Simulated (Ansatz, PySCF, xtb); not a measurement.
Energy difference R1 + R2 + 2 R3 → 3 P1 + P2, each structure at its B3LYP-D3(BJ)/def2-TZVP stationary point, reached from a drawn start (curvature not checked).
P1, H2 (SMILES [H][H]) (charge 0, multiplicity 1, Z-matrix in Å and degrees):
```
H
H 1 0.7440
```
R1, H2O (SMILES O) (charge 0, multiplicity 1, Z-matrix in Å and degrees):
```
O
H 1 0.9627
H 1 0.9627 2 105.24
```
R2, HCl (SMILES Cl) (charge 0, multiplicity 1):
```xyz
2

Cl     0.000     0.000     0.641
H      0.000     0.000    -0.641
```
R3: SiH4 (SMILES [SiH4]), charge 0, multiplicity 1.
P2: ClH5OSi2 (SMILES [SiH3]O[SiH2]Cl), charge 0, multiplicity 1.

P less R. No zero-point or thermal terms. One arrangement of each flexible species, with no search for the lowest.

Correlated levels freeze the cores. CBS: X⁻³ extrapolation of the correlation energy, Hartree–Fock from the larger set.

Codes used: Ansatz (Gaussian basis) for Hartree–Fock, density functionals and correlated methods; PySCF for the D3/D4 terms; xtb for the GFN methods. No computed number here is a measurement.

```csv
level,reaction energy (eV)
GFN1-xTB,-3.707
HF/cc-pV(T+d)Z,-2.310
SVWN5/def2-TZVPP,-2.204
PBE/def2-TZVPP,-2.139
PBE-D4/def2-TZVPP,-2.264
CAM-B3LYP-D3(BJ)/def2-TZVPP,-2.413
B2PLYP-D3(BJ)/def2-TZVPP,-2.508
SCS-MP2/cc-pV(D+d)Z,[?]
"CCSD(T)/CBS(cc-pV(T+d)Z, cc-pV(Q+d)Z)",[?]
```

Question: Fill in the missing entries.

Answer: 
- SCS-MP2/cc-pV(D+d)Z, reaction energy (eV): -2.020
- CCSD(T)/CBS(cc-pV(T+d)Z, cc-pV(Q+d)Z), reaction energy (eV): -2.538

Ansatz is a program for electronic structure.
